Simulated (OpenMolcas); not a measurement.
## Ionisation energies of rhenium

| Quantity | Value |
| --- | --- |
| Program | OpenMolcas 26.06 |
| Basis | ANO-RCC-VQZP [9s8p6d4f3g2h] |
| Scalar Hamiltonian | DKH2, point nucleus |
| Spin-orbit coupling | RASSI with atomic mean-field integrals over the reference wave functions, term energies averaged over their components |

Active shells in each charge state: the valence d shell, with orbitals averaged over the low states. Where CASPT2's correlated closed shells are named, they are those of the first ion.

A. CASSCF
B. SS-CASPT2, IPEA 0.25 Eh, imaginary shift 0.1 Eh (closed shells correlated: 5s 5p)
C. SS-CASPT2, IPEA 0.25 Eh, imaginary shift 0.1 Eh (closed shells correlated: 4f 5s 5p)
D. SS-CASPT2, IPEA 0 Eh, imaginary shift 0.1 Eh (closed shells correlated: 5s 5p)
E. SS-CASPT2, IPEA 0.25 Eh, imaginary shift 0.1 Eh (closed shells correlated: none)

Energies in eV between the lowest computed levels, named as in B; reference values from the NIST Atomic Spectra Database with their kind.

```csv
From,To,A,B,C,D,E,Spin-orbit share in B,Reference
Re2+ 5d5 6S 5/2,Re3+ 5d4 5D0,26.678,27.583,27.812,27.678,27.266,-0.621,27.000 (theoretical)
Re3+ 5d4 5D0,Re4+ 5d3 4F 3/2,38.749,39.618,39.914,39.679,39.231,-0.287,39.100 (theoretical)
Re4+ 5d3 4F 3/2,Re5+ 5d2 3F2,52.221,52.960,53.311,53.025,52.477,-0.353,51.900 (theoretical)
Re5+ 5d2 3F2,Re6+ 5d 2D 3/2,67.237,68.034,68.446,68.094,67.397,+0.459,67.000 (theoretical)
Re6+ 5d 2D 3/2,Re7+ 5p6 1S0,81.580,82.333,82.794,82.383,81.580,+0.802,82.710 (semi-empirical)
```

The lowest level within the active space need not be the ion's true ground level.
